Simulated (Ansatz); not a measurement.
Consider the cleavage of the B–Si bond: `B[SiH2]C(O)F` + `C[NH][GeH3]` → `B[N](C)[GeH3]` + `OC(F)[SiH3]`.

Gas-phase electronic energies from Ansatz, PBE0-D4/def2-TZVP geometries. CCSD(T)/CBS adds triple-zeta CCSD(T) − MP2 to the extrapolated MP2 energy (def2 sets, frozen cores). Functionals use def2-TZVPP. For Ge outer-core shells are correlated without core-valence functions, which leaves a few kJ/mol of doubt a bond. Scalar relativity is left out up to krypton. Each species was taken in one conformer, which may not be the lowest.

| species | r2SCAN0-D4 energy (Eh) |
| --- | --- |
| `B[SiH2]C(O)F` | -531.00024 |
| `C[NH][GeH3]` | -2174.00248 |
| `B[N](C)[GeH3]` | -2199.47481 |
| `OC(F)[SiH3]` | -505.59504 |

Task: Work out ΔE.

Result: ΔE = (-2199.47481) + (-505.59504) − (-531.00024) − (-2174.00248) = -0.06713 Eh = -176.2 kJ/mol. CCSD(T)/CBS gives -178.3 kJ/mol.

Largest T1 diagnostic among the species: 0.013.

In def2-TZVPP, CCSD(T) changes the Hartree–Fock value by −12.6 kJ/mol (the triples alone add −3.3 kJ/mol) and MP2 by −20.2 kJ/mol. At CCSD(T), def2-SVP lies −13.5 kJ/mol from the extrapolated value and def2-TZVPP −2.6 kJ/mol. Leaving LDA and LC-ωPBE aside and taking each functional with its dispersion term where it has one, the values, not all of them listed here, spread over 10.6 kJ/mol, from CAM-B3LYP-D4 to revPBE-D4. LDA lies −17.1 kJ/mol from PBE without D4.
